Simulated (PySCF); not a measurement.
SrCl2, SMILES [Cl][Sr][Cl].

Coordinates come from a B3LYP-D3(BJ)/def2-TZVP optimisation. The isomer is the one that the SMILES or the coordinates give; other isomers of the formula were not compared. The def2 effective core potentials stand for the cores of Sr; spin–orbit coupling is left out.

Computed with B3LYP/def2-TZVPD run with PySCF.

Isolated molecule, no solvent.

The total energy comes out as -951.36102 hartree, the point group is C2v and the highest occupied level is -7.65 eV. The lowest empty level is -2.52 eV. The orbital gap is 5.14 eV and the dipole moment is 5.06 D. The quadrupole, principal values (traceless, Buckingham form, about the centre of nuclear charge) is -34.96, 17.11, 17.85 D·Å, the mean static polarisability is 63.2 bohr³ (9.37 Å³) and the polarisability, principal values comes out as 52.1, 53.6, 83.9 bohr³.
